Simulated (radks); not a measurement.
The numbers below are computed, except where a source is named.
Q: Ionisation of the magnesium ion Mg2+, [Ne], to Mg3+, [He] 2s2 2p5, under several functionals. Scalar-relativistic Kohn-Sham, spin-polarised, spherical densities, finite nucleus; open shells are filled with parallel spins first; a radial shooting solver on a logarithmic mesh with Libxc functionals. Known Delta-SCF values: SCAN 81.564 eV; SOGGA 80.179 eV; TASK exchange with Perdew-Wang LDA correlation 82.327 eV. What does exchange-only PBE give, and what is its highest occupied eigenvalue?

A: 79.159 eV by Delta-SCF; the 2p eigenvalue is -65.462 eV. NIST: 80.144 eV (measured).
